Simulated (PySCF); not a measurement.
MgCd at PBE

Computed with PBE; Mg def2-SVPD, Cd def2-SVPD with ECP28; scalar-relativistic core potentials (PySCF 2.14).

```json
{"state": "¹Σ⁺ (singlet), closed shell", "bond length": "3.452 Å", "harmonic wavenumber": "72.2 cm⁻¹", "force constant": "0.0608 mdyn/Å", "rotational constant Be": "0.07142 cm⁻¹", "anharmonicity ωexe": "1.40 cm⁻¹", "vibration–rotation constant αe": "0.00143 cm⁻¹", "well depth De to Mg + Cd": "0.11 eV", "dissociation energy D0": "0.10 eV", "HOMO–LUMO gap": "2.67 eV", "bond order (Mayer)": "0.38", "dipole moment (positive dipole means Mg(−)Cd(+))": "-0.01 D"}
```

Closed-shell solutions of metal pairs were not tested for spin polarisation, which can lower them a little. The bond is weak. Basis-set superposition, not corrected here, can be much of De in a small basis, most of all at correlated wavefunction levels. Functionals without a dispersion term scatter widely for such bonds, and LDA overbinds them.
